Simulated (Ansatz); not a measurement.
Input for Ansatz (a program for electronic structure): R-B2PLYP/def2-TZVPP on Cl2H2Si (SMILES Cl[SiH2]Cl).

Ansatz 0.2 input:
```yaml
crystal:
  periodic: [false, false, false]
  atoms:
    - {symbol: Si, position_ang: [-0.00472917, -0.14452473, 0.00575609]}
    - {symbol: Cl, position_ang: [1.71455574, 0.97575905, -0.00165210]}
    - {symbol: Cl, position_ang: [-1.64720931, 1.08261717, -0.08032687]}
    - {symbol: H, position_ang: [-0.05836038, -0.90732039, 1.26140567]}
    - {symbol: H, position_ang: [-0.00425687, -1.00653109, -1.18518280]}
basis:
  gaussian:
    orbitals: def2-TZVPP
hamiltonian:
  xc: {name: B2PLYP}
magnetization: {spin_polarized: false}
correlation: {electrons: outside_noble_gas}
scf: {lower_state_search: off}
```

The log:

```
WARN ansatz: RAYON_NUM_THREADS=4 ignored (pool sized by the plan → 4); use --threads N
Functional definition: B2PLYP
these checks for a lower state are left out or cut short: stability, starts, cluster_reference, orbital_swaps, neighbouring_geometries, increment
integrals: 0.16 GiB planned
895 factors; integrals over basis functions are off by at most 6.8e-4 eV
mean field: 0.69 GiB planned
mean field evaluation 1: about -32943.8809 eV, gradient 1.3e1 eV
mean field evaluation 2: about -32944.0009 eV, gradient 1.3e1 eV
mean field evaluation 4: about -32944.4100 eV, gradient 1.6e0 eV
mean field evaluation 8: about -32944.4174 eV, gradient 1.8e-2 eV
mean field evaluation 16: about -32944.4174 eV, gradient 9.6e-6 eV
mean field -32944.41736699 eV, -1210.6850077089 hartree, gradient 9.6e-6 eV, S^2 0.000000; 0 other end points of the search recorded, 0 dependent functions left out
15 core orbitals not correlated
reference -32944.41752599 eV, -1210.6850135520 hartree; 10, 10 occupied and 129, 129 virtual orbitals, 895 factors
second order -16.57625754 eV of doubles, -0.00000000 eV of singles
Total energy: -32948.89311553 eV, -1210.8494884338 hartree
Checks for a lower state left out: stability, starts, cluster_reference, orbital_swaps, neighbouring_geometries, increment
```

The calculation finished and met its thresholds.

Cost: about 3 core-seconds (a rough figure).
